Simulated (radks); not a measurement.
The numbers below are computed, except where a source is named.
Question: Valence configurations of the lead ion Pb+. Code: a radial shooting solver on a logarithmic mesh with Libxc functionals. Model: scalar-relativistic Kohn-Sham, r2SCAN, spin-polarised, spherical densities, finite nucleus; open shells are filled with parallel spins first (spin-orbit coupling, left out, can overturn this in heavy ions); meta-GGA in the generalised Kohn-Sham scheme; Fermi nuclear charge, rms radius 5.5012 fm. Order these by energy: [Xe] 4f14 5d8.5 6s2 6p2.5; [Xe] 4f12 5d10 6s2 6p3; [Xe] 4f13 5d10 6s2 6p2; [Xe] 4f14 5d9 6s2 6p2; [Xe] 4f14 5d9.5 6s2 6p1.5; [Xe] 4f14 5d10 6p3; [Xe] 4f14 5d10 6s1 6p2; [Xe] 4f14 5d8 6s2 6p3; [Hg] 6p1.

Answer: From the lowest, in eV above it: [Hg] 6p1 0.000; [Xe] 4f14 5d10 6s1 6p2 7.632; [Xe] 4f14 5d9.5 6s2 6p1.5 9.829; [Xe] 4f14 5d10 6p3 17.712; [Xe] 4f14 5d9 6s2 6p2 20.174; [Xe] 4f14 5d8.5 6s2 6p2.5 31.039; [Xe] 4f14 5d8 6s2 6p3 42.419; [Xe] 4f13 5d10 6s2 6p2 140.13; [Xe] 4f12 5d10 6s2 6p3 297.31. NIST lists [Hg] 6p1 as the ground configuration; this level of theory agrees among the configurations tried. The energies are those of spherical high-spin densities, not of single terms.
